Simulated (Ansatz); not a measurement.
Ideal-gas functions of CH$_{4}$BGaO (`[GaH2][CH]1BO1`) at 500 K and 1 bar, from an Ansatz frequency run at PBE0-D4/def2-TZVP.

Molar mass 112.58 g/mol, point group C1 (symmetry number 1), electronic degeneracy 1, moments of inertia 26.441, 204.973, 209.056 u Å². Harmonic wavenumbers (cm⁻¹, unscaled): 167, 187, 209, 433, 586, 603, 686, 738, 778, 884, 979, 1072, 1218, 1452, 1973, 1985, 2746, 3106.

Use S(trans) = R[1.5 ln M + 2.5 ln T − 1.1517]; rotational temperatures θ = 24.2544 K / I; S(rot) = R[ln(√π/σ · √(T³/θAθBθC)) + 1.5]; for each mode x = 1.438777 ν̃/T, S = R[x/(eˣ − 1) − ln(1 − e⁻ˣ)] and H = RT x/(eˣ − 1); 1 cm⁻¹ = 0.0119627 kJ/mol; R = 8.31446 J/(mol·K).

Task: By hand: the entropy, in J/(mol·K).

Result: Translation 178.5. Rotation: θ = 0.9173, 0.1183, 0.116 K, giving 112.9. Vibration, mode by mode: 14.49, 13.57, 12.67, 7.00, 4.89, 4.70, 3.89, 3.46, 3.16, 2.48, 2.00, 1.62, 1.16, 0.67, 0.19, 0.19, 0.03, 0.01, in all 76.2. Electronic 0.0. Sum 367.6 J/(mol·K).

Task: By hand: H − E and G − E in kJ/mol, counted from the electronic energy.

Result: Zero-point energy ½ × 19802 × 0.0119627 = 118.4; thermal vibration 21.4; translation, rotation and pV give 4 RT = 16.6. H − E = 156.4 kJ/mol, and G − E = 156.4 − 500 × 367.6/1000 = -27.4 kJ/mol.

Vibration gives 21 % of the entropy. The sum counts one conformer and one mirror image; others add a mixing term.
